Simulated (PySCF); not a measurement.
5-fluorocyclopenta-1,3-diene (C5H5F), SMILES FC1C=CC=C1.

Geometry: B3LYP-D3(BJ)/def2-SVP. The values are those of a single conformer.

Two levels are set side by side: TDDFT-PBE/def2-SVPD (PySCF) and TDDFT-CAM-B3LYP/def2-SVPD (PySCF). Vertical, same geometry. The lowest singlet is HOMO→LUMO 97 % with PBE and HOMO→LUMO 99 % with the other functional; states are paired by order. Differences are taken from unrounded values.

| quantity | TDDFT-PBE |
|---|---|
| lowest singlet excitation (eV) | 4.23 |
| lowest triplet excitation (TDA) (eV) | 2.71 |

Q: These are the TDDFT-PBE values. What does TDDFT-CAM-B3LYP give? (An estimate is asked for; the answer gives what the named calculation found.)

A: 
| quantity | TDDFT-CAM-B3LYP | TDDFT-PBE minus TDDFT-CAM-B3LYP |
|---|---|---|
| lowest singlet excitation (eV) | 4.57 | -0.34 |
| lowest triplet excitation (TDA) (eV) | 2.73 | -0.03 |

A lower first singlet is the usual sign of a functional without exact exchange. Differences between two approximate levels are no errors against the true value.

Rough cost on one machine, each run with all the roots and properties that it gave: TDDFT-CAM-B3LYP against TDDFT-PBE about 6 times.
